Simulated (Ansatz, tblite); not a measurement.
Two members of one family (Series FeX3), computed with Ansatz in the gas phase. HOMO and LUMO are taken over both spins. Binding counts from free atoms in the multiplicity of their measured ground term, without zero-point energy. The spins of the ions were chosen, not always searched. A dash marks a value that wasn't run or was left out as unsound. The structures are stationary points that may keep the symmetry of their start. Remarks come from the PBE and PBE0 runs and from stability tests at other levels; not every state was tested.

First: FeCl3 (sextet, charge 0, r2SCAN-D4/def2-SVP geometry; reduced ion quintet).

Cartesian coordinates in Å:
```
Fe -0.002 0.001 0.009
Cl -1.269 -1.726 -0.091
Cl 2.061 -0.213 0.556
Cl -0.789 1.937 -0.474
```

```tsv
level	HOMO (eV)	LUMO (eV)	gap (eV)	vertical EA (eV)	binding per atom (eV)
PBE-D4/def2-SVP	-7.03	-6.18	0.85	–	3.00
PBE-D4/def2-TZVPD	-7.37	-6.49	0.88	3.47	2.91
r2SCAN-D4/def2-TZVPD	-7.98	-6.28	1.70	3.59	2.92
PBE0-D4/def2-SVP	-8.96	-5.01	3.94	–	2.69
PBE0-D4/def2-TZVPD	-9.21	-5.15	4.06	3.96	2.72
```

Metal–donor distances: 3 × Cl 2.14 Å. The relaxed quartet lies at 0.42 eV (BLYP-D4/def2-TZVP) to 0.94 eV (r2SCANh-D4/def2-TZVP) from the sextet. Remarks: spin-contaminated (⟨S²⟩ up to 2.34) (doublet), spin-contaminated (⟨S²⟩ up to 4.07) (quartet).

Second: FeBr3 (sextet, charge 0, r2SCAN-D4/def2-SVP geometry; reduced ion quintet).

```xyz
4

Fe   -0.005    0.000    0.005
Br   -1.474   -1.073   -1.372
Br    1.465   -1.206    1.266
Br    0.014    2.279    0.100
```

What does the change do? Estimate second minus first.


| level | Δ HOMO (eV) | Δ LUMO (eV) | Δ gap (eV) | Δ vertical EA (eV) | Δ binding per atom (eV) |
| --- | --- | --- | --- | --- | --- |
| PBE-D4/def2-SVP | 0.26 | 0.22 | -0.04 | – | -0.30 |
| PBE-D4/def2-TZVPD | 0.40 | 0.34 | -0.07 | -0.04 | -0.31 |
| r2SCAN-D4/def2-TZVPD | 0.46 | 0.30 | -0.16 | 0.02 | -0.31 |
| PBE0-D4/def2-SVP | 0.66 | 0.11 | -0.55 | – | -0.30 |
| PBE0-D4/def2-TZVPD | 0.77 | 0.19 | -0.57 | 0.06 | -0.32 |

Metal–donor distances: 3 × Br 2.28 Å. The relaxed quartet lies at 0.52 eV (PBE-D4/def2-TZVP) to 0.77 eV (r2SCAN-D4/def2-TZVP) from the sextet. Remarks: spin-contaminated (⟨S²⟩ up to 2.38) (doublet), spin-contaminated (⟨S²⟩ up to 4.07) (quartet).
